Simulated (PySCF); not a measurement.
# A small calculation by hand: entropy of an ideal gas

WO₂F₂, SMILES [O]=[W](=[O])([F])[F], multiplicity 1.

Geometry optimised at PBE-D3(BJ)/def2-SVP. The spin state was assumed, not searched. The isomer is the one that the SMILES or the coordinates give; other isomers of the formula were not compared. The def2 effective core potentials stand for the cores of W; spin–orbit coupling is left out.

PySCF 2.14.0 with PBE-D3(BJ)/def2-SVP gives the harmonic wavenumbers 171, 209, 248, 251, 351, 693, 703, 983, 1013 cm⁻¹ and the rotational temperatures 0.1852, 0.1555, 0.1448 K. The molar mass is 253.83 g/mol, the symmetry number 2, the spin multiplicity 1.

### Question
Work out the entropy at 298.15 K and 1 atm in the rigid-rotor, harmonic-oscillator model.

### Answer

Translation (Sackur–Tetrode at 1 atm): S = R[1.5 ln M + 2.5 ln T − 1.16487] = 177.8 J/(mol K).
Rotation: q = (√π/σ) T^1.5/√(θA θB θC) = 70700, S = R[ln q + 3/2] = 105.3 J/(mol K).
Vibration: with u = 1.4388 ν/T, each mode gives R[u/(e^u − 1) − ln(1 − e^−u)]:
```csv
ν (cm⁻¹),modes,u,S (J/(mol K))
171,1,0.83,10.14
209,1,1.01,8.59
248,1,1.20,7.30
251,1,1.21,7.21
351,1,1.69,4.86
693,1,3.34,1.32
703,1,3.39,1.27
983,1,4.74,0.42
1013,1,4.89,0.37
```
These are all the modes. Sum 41.5 J/(mol K).
Spin: R ln 1 = 0.0 J/(mol K).
Total 324.6 J/(mol K); the program's own thermochemistry gives 324.6. Translation makes up 55 % and vibration 13 %. Anharmonicity, hindered rotation and orbital degeneracy are left out.
